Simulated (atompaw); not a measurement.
# PBEsol PAW (atompaw) dataset for lead, scalar-relativistic all-electron reference.

| Item | Value |
| --- | --- |
| Element | Pb |
| Generator | atompaw 4.2.0.5 |
| Type | PAW |
| Functional | PBEsol |
| Relativity | scalar-relativistic |
| Frozen core | [Xe] 4f14 |
| Valence charge | 14 |
| Reference configuration | 5d10 6s2 6p0.5 (charge +1.5) |
| Partial waves | 6s (bound): rc 1.80 bohr; 6s channel at 2.5 Ry: rc 1.80 bohr; 6p (bound): rc 2.30 bohr; 6p channel at 0.85 Ry: rc 2.30 bohr; 5d (bound): rc 2.30 bohr; 5d channel at -1.6 Ry: rc 2.30 bohr |
| Local potential | troulliermartins scheme with l = 3 at 0 Ry, radius 1.60 bohr |
| Core correction | smooth core density matched at 1.40 bohr |
| Augmentation charge | gaussian compensation charge, radius 1.70 bohr; PAW radius 2.30 bohr; waves and projectors: custom polynom vanderbiltortho |

All-electron outer shells of the reference configuration (PBEsol, scalar-relativistic, ld1.x):

```csv
shell,level (eV),outermost node (bohr),outermost maximum (bohr)
5p,-97.95,0.49,0.88
5d,-33.23,0.52,1.07
6s,-23.32,1.01,1.93
6p,-13.42,1.18,2.44
```

(1) Estimate the cutoffs (Ry, on a coarse ladder) from which the occupation-weighted sum of valence levels, in a spherical-Bessel basis at the reference potential, stays within 10 and 1 mRy of its value at 400 Ry.

(2) Does the potential have ghost states?

(3) Is the overlap operator S = 1 + Σ q|β⟩⟨β| positive definite (Bessel basis up to 400 Ry)?

(4) Which valence shell sets the plane-wave cutoff?

Answers

(1) 30 Ry and 45 Ry.

(2) Ghost states, extra bound levels that the all-electron valence spectrum of the same l lacks: s at -217.2 eV, p at -150.8 eV. A true bound ghost makes a file unfit for plane-wave use.

(3) Yes: its lowest eigenvalue is 0.20 (s channel).

(4) 5d: its level needs 30 Ry to come within 1 mRy, against 21 Ry for 6s.
